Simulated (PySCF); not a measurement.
## Magnetic susceptibility: `InChI=1S/C7H13B/c1-2-8-7-5-3-4-6-7/h2,7-8H,1,3-6H2`

Geometry (Å), atoms numbered from 1 in this order:
```xyz
21

C     3.782   -0.512   -0.110
C     2.487   -0.585   -0.418
B     1.459    0.521   -0.076
C    -0.075    0.274   -0.348
C    -0.669   -0.934    0.403
C    -2.188   -0.771    0.259
C    -2.433    0.724   -0.025
C    -1.053    1.386    0.043
H     4.489   -1.296   -0.339
H     4.188    0.350    0.396
H     2.155   -1.487   -0.925
H     1.834    1.532    0.385
H    -0.213    0.071   -1.420
H    -0.318   -1.886    0.008
H    -0.384   -0.877    1.455
H    -2.706   -1.099    1.160
H    -2.555   -1.378   -0.570
H    -3.126    1.165    0.691
H    -2.861    0.853   -1.020
H    -0.843    1.711    1.063
H    -0.979    2.253   -0.613
```

Level of theory: PySCF, GIAO PBE/pcSseg-1 magnetisability, rotational g tensor and spin-rotation constants, non-relativistic, gas phase. Geometry: GFN2-xTB.

Question: What are the magnetisability and the molar susceptibility?

Answer: Isotropic -1273 × 10⁻³⁰ J/T², or -76.6 × 10⁻⁶ cm³/mol; principal values -1518, -1181, -1119 × 10⁻³⁰ J/T², anisotropy 372 × 10⁻³⁰ J/T² (root of half the summed squared differences of the principal values). The susceptibility is in cgs units.

Question: Split it along the inertial axes a, b, c into diamagnetic and paramagnetic parts about the centre of mass, with the quadrupole moment.

Answer: 
| axis | χ (10⁻⁶ cm³/mol) | diamagnetic (10⁻⁶ cm³/mol) | paramagnetic (10⁻⁶ cm³/mol) | summed x² of all electrons (Å²) | quadrupole Θ (D Å) |
| --- | --- | --- | --- | --- | --- |
| a | -71.1 | -353.8 | 282.7 | 301.1 | +3.36 |
| b | -73.5 | -1374.3 | 1300.7 | 60.5 | -3.01 |
| c | -85.2 | -1534.1 | 1448.8 | 22.9 | -0.35 |

Anisotropies 2χaa − χbb − χcc = +16.5 and 2χbb − χaa − χcc = +9.3 × 10⁻⁶ cm³/mol. Θ is traceless in Buckingham's convention.

Question: And the rotational g tensor?

Answer: 
```tsv
axis	rotational constant (GHz)	g	nuclear part	electronic part
a	5.5637	-0.0559	0.6830	-0.7389
b	0.9774	-0.0070	0.5903	-0.5973
c	0.8716	-0.0021	0.5911	-0.5932
```
Asymmetric top; isotopes 11B, 12C, 1H; no vibrational averaging.
